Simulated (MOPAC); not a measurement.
A run for MOPAC: AM1 on LiSi, 2S+1 = 4, a spin state set in the input, which need not be the lowest, a point of a bond scan (R = 2.372 Å).

```
AM1 1SCF PRECISE CHARGE=0 UHF MS=1.5 THREADS=1
LiSi

Li     0.00000000 1     0.00000000 1     0.00000000 1
Si     0.00000000 1     0.00000000 1     2.37240400 1
```

Output:

```
*******************************************************************************
 **                                                                           **
 **                              MOPAC v23.2.5                                **
 **                                                                           **
 *******************************************************************************
 ** MOPAC's Digital Object Identifier: https://doi.org/10.5281/zenodo.6511958 **
 **                                                                           **
 ** Please cite the open-source release paper for use of this MOPAC version:  **
 ** J. E. Moussa and J. J. P. Stewart (2026)                                  **
 ** MOPAC: An open-source semiempirical molecular orbital program             **
 ** J. Open Source Softw., 11(119), 8025, https://doi.org/10.21105/joss.08025 **
 *******************************************************************************

                              AM1 CALCULATION RESULTS

 *******************************************************************************
 *  AM1        - The AM1 Hamiltonian to be used
 *  UHF        - UNRESTRICTED HARTREE-FOCK CALCULATION
 *
 *
 *
 *                 CHARGE ON SYSTEM = 0
 *
 *
 *
 *  MS=        - IN MECI, MAGNETIC COMPONENT OF SPIN =  1.5
 *  PRECISE    - TIGHTER CRITERIA TO BE USED
 *  1SCF       - DO 1 SCF AND THEN STOP
 *  THREADS=1  - MULTI-THREADING NOT USED
 *  T=         - A TIME OF 172800.0 SECONDS REQUESTED
 *  DUMP=N     - RESTART FILE WRITTEN EVERY 7200.0 SECONDS REQUESTED
 *******************************************************************************
AM1 1SCF PRECISE CHARGE=0 UHF MS=1.5 THREADS=1
 LiSi

   ATOM   CHEMICAL          X               Y               Z
  NUMBER   SYMBOL      (ANGSTROMS)     (ANGSTROMS)     (ANGSTROMS)

     1      Li          0.00000000  *   0.00000000  *   0.00000000  *
     2      Si          0.00000000  *   0.00000000  *   2.37240400  *



          CARTESIAN COORDINATES

    NO.       ATOM           X           Y           Z

     1        Li          0.0000      0.0000      0.0000
     2        Si          0.0000      0.0000      2.3724

 Li: (AM1): J. J. P. STEWART, J. MOL. MOD., 10, 155-164 (2004)
 Si: (AM1): M.J.S.DEWAR, C. JIE, ORGANOMETALLICS, 6, 1486-1490 (1987).

           Empirical Formula: Li Si  =     2 atoms



      MOLECULAR POINT GROUP   :   C*v


          UHF CALCULATION, NO. OF ALPHA ELECTRONS =    4
                           NO. OF BETA  ELECTRONS =    1

 -------------------------------------------------------------------------------
 AM1 1SCF PRECISE CHARGE=0 UHF MS=1.5 THREADS=1
 LiSi



     1SCF WAS SPECIFIED, SO BFGS WAS NOT USED
     SCF FIELD WAS ACHIEVED


                              AM1 CALCULATION
                                                       MOPAC v23.2.5 Linux




          FINAL HEAT OF FORMATION =         65.19762 KCAL/MOL =     272.78686 KJ/MOL


          COSMO AREA              =        100.60 SQUARE ANGSTROMS
          COSMO VOLUME            =         88.90 CUBIC ANGSTROMS

          IONIZATION POTENTIAL    =          6.710197 EV
          ALPHA SOMO LUMO (EV)    =         -7.796  1.008
          BETA  SOMO LUMO (EV)    =         -6.710  0.978
          NO. OF ALPHA ELECTRONS  =          4
          NO. OF BETA  ELECTRONS  =          1
          MOLECULAR WEIGHT        =         35.0255         POINT GROUP:  C*v

          MOLECULAR DIMENSIONS (Angstroms)

            Atom       Atom       Distance
           Si     2   Li     1     2.37240
           Si     2   Li     1     0.00000
           Li     1   Si     2     0.00000


          SCF CALCULATIONS        =          1





   ATOM   CHEMICAL          X               Y               Z
  NUMBER   SYMBOL      (ANGSTROMS)     (ANGSTROMS)     (ANGSTROMS)

     1      Li          0.00000000  *   0.00000000  *   0.00000000  *
     2      Si          0.00000000  *   0.00000000  *   2.37240400  *

                             CARTESIAN COORDINATES

   1   Li        0.000000000     0.000000000     0.000000000
   2   Si        0.000000000     0.000000000     2.372404000


           Empirical Formula: Li Si  =     2 atoms



      MOLECULAR POINT GROUP   :   C*v


          ALPHA EIGENVALUES
 -10.43101  -7.87897  -7.79561  -7.79561   1.00814   3.45277   4.04807   4.04807


           BETA EIGENVALUES
  -6.71020   0.97763   0.97763   1.39080   2.15214   3.96590   4.19473   4.19473


              NET ATOMIC CHARGES AND DIPOLE CONTRIBUTIONS

  ATOM NO.   TYPE          CHARGE      No. of ELECS.   s-Pop       p-Pop
    1         Li           0.462771        0.5372     0.38099     0.15624
    2         Si          -0.462771        4.4628     1.17497     3.28780
 DIPOLE           X         Y         Z       TOTAL
 POINT-CHG.     0.000     0.000    -5.273     5.273
 HYBRID        -0.000    -0.000    -0.646     0.646
 SUM           -0.000    -0.000    -5.920     5.920


          ATOMIC ORBITAL ELECTRON POPULATIONS

     Atom    s        px        py        pz
    1 Li   0.38099   0.00503   0.00503   0.14618
    2 Si   1.17497   0.99497   0.99497   1.29785


                    (SZ)    =    1.500000
                    (S**2)  =    3.853779


          ATOMIC ORBITAL SPIN POPULATIONS

    Atom   Total    s     px     py     pz
         Atomic
    1 Li -0.2666 -0.213  0.005  0.005 -0.064
    2 Si  3.2666  0.720  0.995  0.995  0.557

 **********************
 *                    *
 * JOB ENDED NORMALLY *
 *                    *
 **********************




 == MOPAC DONE ==
```

The run finished. Its determinant has ⟨S²⟩ = 3.85, a mixture of spin states.

Cost: about 0.020 core-seconds (a rough figure).
